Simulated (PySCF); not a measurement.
C6H12O2, charge -1, doublet, at a GFN2-xTB geometry (a state made from the parent by changing its charge; the spin is typed, not shown lowest); MP2/6-31G* in PySCF.

The PySCF input:
```python
from pyscf import gto, scf, mp

mol = gto.M(
    atom='''
C    -3.50963689    0.91677573    0.05501106
C    -2.49487882   -0.20562422   -0.14013863
C    -1.09583090    0.32582862   -0.43189966
C    -0.06945154   -0.80683821   -0.61399842
O     1.20215660   -0.33451865   -0.89358246
C     2.14255563   -0.34626441    0.28036348
C     2.73275198    1.05554187    0.39860967
O     1.78949887   -1.01872684    1.31716938
H    -3.57361261    1.53237041   -0.84101340
H    -4.50083218    0.51639959    0.26870547
H    -3.21054204    1.55474443    0.88428704
H    -2.45809723   -0.82324655    0.76027832
H    -2.81742639   -0.84642638   -0.96654299
H    -0.75675479    0.95400089    0.39387310
H    -1.10992386    0.94046251   -1.33738308
H    -0.01508485   -1.39994624    0.31601518
H    -0.39695434   -1.46497224   -1.43892527
H     2.01658639    1.80702187    0.77903974
H     3.07699921    1.39196744   -0.58078777
H     3.57934197    1.02707201    1.08607352
''',
    basis='6-31g*',
    charge=-1,
    spin=1,
    verbose=4,
)

mf = scf.UHF(mol)
mf.kernel()

pt = mp.MP2(mf, frozen=8)
pt.kernel()
print('E(MP2) = %.10f' % pt.e_tot)
mf.analyze()
```

What the program printed (banner, timings and long lists left out):

```
PySCF version 2.14.0

[INPUT] verbose = 4
[INPUT] num. atoms = 20
[INPUT] num. electrons = 65
[INPUT] charge = -1
[INPUT] spin (= nelec alpha-beta = 2S) = 1
[INPUT] symmetry False subgroup None
[INPUT] Mole.unit = angstrom
[INPUT] Symbol           X                Y                Z      unit          X                Y                Z       unit  Magmom
[...]
nuclear repulsion = 379.044055247759
number of shells = 72
number of NR pGTOs = 264
number of NR cGTOs = 136
basis = 6-31g*
ecp = {}

******** <class 'pyscf.scf.uhf.UHF'> ********
method = UHF
initial guess = minao
damping factor = 0
level_shift factor = 0
DIIS = <class 'pyscf.scf.diis.CDIIS'>
diis_start_cycle = 1
diis_space = 8
diis_damp = 0
SCF conv_tol = 1e-09
SCF conv_tol_grad = None
SCF max_cycles = 50
direct_scf = True
direct_scf_tol = 1e-13
number electrons alpha = 33  beta = 32
Set gradient conv threshold to 3.16228e-05
init E= -384.93957580413

cycle= 1 E= -383.645507092554  delta_E= 1.29  |g|= 0.619  |ddm|= 2.84
cycle= 2 E= -383.780627567798  delta_E= -0.135  |g|= 0.383  |ddm|= 0.901
cycle= 3 E= -383.836749390715  delta_E= -0.0561  |g|= 0.0673  |ddm|= 0.394
cycle= 4 E= -383.840366245697  delta_E= -0.00362  |g|= 0.0228  |ddm|= 0.14
cycle= 5 E= -383.840746169988  delta_E= -0.00038  |g|= 0.01  |ddm|= 0.0441
cycle= 6 E= -383.840887680465  delta_E= -0.000142  |g|= 0.00445  |ddm|= 0.0384
cycle= 7 E= -383.840922213267  delta_E= -3.45e-05  |g|= 0.00217  |ddm|= 0.0197
cycle= 8 E= -383.840931152195  delta_E= -8.94e-06  |g|= 0.00102  |ddm|= 0.00825
cycle= 9 E= -383.840933629743  delta_E= -2.48e-06  |g|= 0.000428  |ddm|= 0.00403
cycle= 10 E= -383.840934111327  delta_E= -4.82e-07  |g|= 0.000197  |ddm|= 0.00177
cycle= 11 E= -383.84093420455  delta_E= -9.32e-08  |g|= 9.42e-05  |ddm|= 0.000762
cycle= 12 E= -383.840934224463  delta_E= -1.99e-08  |g|= 4e-05  |ddm|= 0.000341
cycle= 13 E= -383.840934228099  delta_E= -3.64e-09  |g|= 2.1e-05  |ddm|= 0.000129
cycle= 14 E= -383.840934228899  delta_E= -8e-10  |g|= 9.68e-06  |ddm|= 6.75e-05
Extra cycle  E= -383.840934229016  delta_E= -1.17e-10  |g|= 7.28e-06  |ddm|= 1.86e-05
converged SCF energy = -383.840934229016  <S^2> = 0.76158871  2S+1 = 2.0115553

******** <class 'pyscf.mp.ump2.UMP2'> ********
nocc = (np.int64(25), np.int64(24)), nmo = (128, 128)
frozen orbitals 8
E(UMP2) = -384.965309187156  E_corr = -1.12437495814041
E(SCS-UMP2) = -384.94137622237  E_corr = -1.10044199335455
E_corr(same-spin) = -0.287086103554545
E_corr(oppo-spin) = -0.837288854585864
E(MP2) = -384.9653091872
**** SCF Summaries ****
Total Energy =                        -383.840934229015943
Nuclear Repulsion Energy =             379.044055247758934
One-electron Energy =                -1287.102722638687965
Two-electron Energy =                  524.217733161913088
Two-electron Coulomb Energy =          576.417508128990562
DFT Exchange-Correlation Energy =      -52.199774967077474
**** MO energy ****
                             alpha | beta                alpha | beta
[...]
To work with the spin densities directly, `use mulliken_meta_spin()` only printing them here.

 ** Mulliken spin pop alpha/beta on meta-lowdin orthogonal AOs **
 ** Mulliken Spin Density (per AO)  **
spin_pop of  0 C 1s       -0.00000
spin_pop of  0 C 2s        0.00009
spin_pop of  0 C 3s        0.00000
spin_pop of  0 C 2px      -0.00001
spin_pop of  0 C 2py       0.00014
spin_pop of  0 C 2pz       0.00002
spin_pop of  0 C 3px      -0.00000
spin_pop of  0 C 3py       0.00001
spin_pop of  0 C 3pz       0.00000
spin_pop of  0 C 3dxy     -0.00000
spin_pop of  0 C 3dyz     -0.00000
spin_pop of  0 C 3dz^2     0.00000
spin_pop of  0 C 3dxz      0.00000
spin_pop of  0 C 3dx2-y2    0.00000
spin_pop of  1 C 1s       -0.00000
spin_pop of  1 C 2s        0.00030
spin_pop of  1 C 3s       -0.00000
spin_pop of  1 C 2px       0.00060
spin_pop of  1 C 2py       0.00028
spin_pop of  1 C 2pz       0.00015
spin_pop of  1 C 3px       0.00000
spin_pop of  1 C 3py       0.00001
spin_pop of  1 C 3pz      -0.00000
[...]
spin_pop of  6 C 2pz      -0.00235
spin_pop of  6 C 3px       0.00047
spin_pop of  6 C 3py       0.00030
spin_pop of  6 C 3pz      -0.00018
spin_pop of  6 C 3dxy      0.00029
spin_pop of  6 C 3dyz      0.00010
spin_pop of  6 C 3dz^2     0.00008
spin_pop of  6 C 3dxz     -0.00004
spin_pop of  6 C 3dx2-y2   -0.00000
spin_pop of  7 O 1s       -0.00000
spin_pop of  7 O 2s        0.00862
spin_pop of  7 O 3s        0.00016
spin_pop of  7 O 2px       0.10269
spin_pop of  7 O 2py       0.07977
spin_pop of  7 O 2pz       0.01903
spin_pop of  7 O 3px       0.00090
spin_pop of  7 O 3py       0.00035
spin_pop of  7 O 3pz       0.00006
spin_pop of  7 O 3dxy      0.00001
spin_pop of  7 O 3dyz     -0.00007
spin_pop of  7 O 3dz^2    -0.00008
spin_pop of  7 O 3dxz     -0.00042
spin_pop of  7 O 3dx2-y2   -0.00029
spin_pop of  8 H 1s       -0.00001
spin_pop of  8 H 2s        0.00000
spin_pop of  9 H 1s        0.00018
spin_pop of  9 H 2s        0.00000
spin_pop of  10 H 1s       -0.00002
spin_pop of  10 H 2s        0.00000
spin_pop of  11 H 1s       -0.00008
spin_pop of  11 H 2s       -0.00000
spin_pop of  12 H 1s       -0.00008
spin_pop of  12 H 2s       -0.00000
spin_pop of  13 H 1s       -0.00013
spin_pop of  13 H 2s        0.00025
spin_pop of  14 H 1s       -0.00023
spin_pop of  14 H 2s        0.00004
spin_pop of  15 H 1s        0.00145
spin_pop of  15 H 2s        0.00006
spin_pop of  16 H 1s       -0.00187
spin_pop of  16 H 2s        0.00001
spin_pop of  17 H 1s        0.05286
spin_pop of  17 H 2s        0.00249
spin_pop of  18 H 1s        0.00024
spin_pop of  18 H 2s        0.00024
spin_pop of  19 H 1s        0.00023
spin_pop of  19 H 2s        0.00014
 ** Mulliken Spin Density (per atom)  **
spin density of  0 C =      0.00025
spin density of  1 C =      0.00136
spin density of  2 C =      0.00255
spin density of  3 C =      0.01022
spin density of  4 O =      0.01155
spin density of  5 C =      0.72864
spin density of  6 C =     -0.02106
spin density of  7 O =      0.21072
spin density of  8 H =     -0.00001
spin density of  9 H =      0.00018
spin density of  10 H =     -0.00002
spin density of  11 H =     -0.00008
spin density of  12 H =     -0.00008
spin density of  13 H =      0.00011
spin density of  14 H =     -0.00019
spin density of  15 H =      0.00151
spin density of  16 H =     -0.00187
spin density of  17 H =      0.05535
spin density of  18 H =      0.00049
spin density of  19 H =      0.00037
 ** Mulliken pop alpha/beta on meta-lowdin orthogonal AOs **
 ** Mulliken pop       alpha | beta **
In total            33.00000 | 32.00000
 ** Mulliken atomic charges   ( Nelec_alpha | Nelec_beta ) **
charge of  0C =     -0.25283  (     3.12654      3.12629 )
charge of  1C =     -0.13695  (     3.06915      3.06780 )
charge of  2C =     -0.15242  (     3.07749      3.07494 )
charge of  3C =      0.08355  (     2.96333      2.95312 )
charge of  4O =     -0.55452  (     4.28304      4.27148 )
charge of  5C =      0.28300  (     3.22282      2.49418 )
charge of  6C =     -0.26571  (     3.12232      3.14338 )
charge of  7O =     -0.76774  (     4.48923      4.27851 )
charge of  8H =      0.07288  (     0.46356      0.46357 )
charge of  9H =      0.06569  (     0.46724      0.46706 )
charge of  10H =      0.07809  (     0.46095      0.46096 )
charge of  11H =      0.07249  (     0.46372      0.46380 )
charge of  12H =      0.06069  (     0.46962      0.46969 )
charge of  13H =      0.07516  (     0.46248      0.46236 )
charge of  14H =      0.05560  (     0.47211      0.47229 )
charge of  15H =      0.09557  (     0.45297      0.45146 )
charge of  16H =      0.02918  (     0.48447      0.48634 )
charge of  17H =      0.03710  (     0.50913      0.45377 )
charge of  18H =      0.05880  (     0.47084      0.47036 )
charge of  19H =      0.06236  (     0.46901      0.46863 )

WARN: System has nonzero charge -1; the dipole moment is origin-dependent.
Location of origin: [0. 0. 0.]

Dipole moment(X, Y, Z, Debye): -7.46365,  2.81162, -2.09590
```
